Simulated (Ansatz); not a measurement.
Worked example: GeH3Cl + HI → GeH3I + HCl

Species: GeH3Cl (chlorogermane) `[Cl][GeH3]`, singlet; HI (hydrogen iodide), singlet; GeH3I `[GeH3][I]`, singlet; HCl (hydrogen chloride), singlet. The partners trade Cl for I: Ge–Cl and H–I bonds give way to Ge–I and H–Cl.

Shapes, held fixed at every level: PBE0-D4/def2-TZVP. Programs: Ansatz 0.2.0. The zero-point and thermal change to 298 K, harmonic and unscaled (PBE0-D4/def2-TZVP), is +2.6 kJ/mol.

At CCSD(T)/def2-TZVPP; 1 Eh = 2625.50 kJ/mol:

```
species   energy (Eh)
 GeH3Cl  -2537.162724
     HI   -297.737430
  GeH3I  -2374.572634
    HCl   -460.331246
```

Question: Work out ΔH(298 K) of the reaction at this level.

Answer: 
1. Products less reactants: (-2374.572634) + (-460.331246) − [(-2537.162724) + (-297.737430)] = -0.003726 Eh = -9.8 kJ/mol.
2. With the thermal change: -9.8 + (+2.6) = -7.2 kJ/mol.

Other levels give -11.6 (PBE0-D4/def2-TZVPP) to -4.1 kJ/mol (HF/def2-TZVPP). No measured value is set beside it here. For atoms past krypton def2 sets carry core potentials with scalar relativity. Relativity is left out for Ge unless named. Correlated rows may include outer-core shells of Ge, I, which these sets cover unevenly.
